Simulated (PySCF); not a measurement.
Sb (SMILES [Sb]), quartet (core potentials on Sb).

Input for PySCF:
```python
from pyscf import gto, scf, dft

mol = gto.Mole()
mol.atom = '''
    Sb    0.00000000    0.00000000    0.00000000
'''
mol.basis = 'def2-svp'
mol.ecp = {'Sb': 'def2-svp'}
mol.spin = 3
mol.verbose = 4
mol.build()

mf = dft.UKS(mol)
mf.xc = 'pbe0'
mf.kernel()
```

Problem. What does this run give for the <S^2>, HOMO energy, dipole moment?

Solution. 
- <S^2> = 3.751
- HOMO energy = -6.47 eV
- dipole moment = 0.00 D

These values belong to the state on which the SCF converged, which isn't shown to be the lowest.
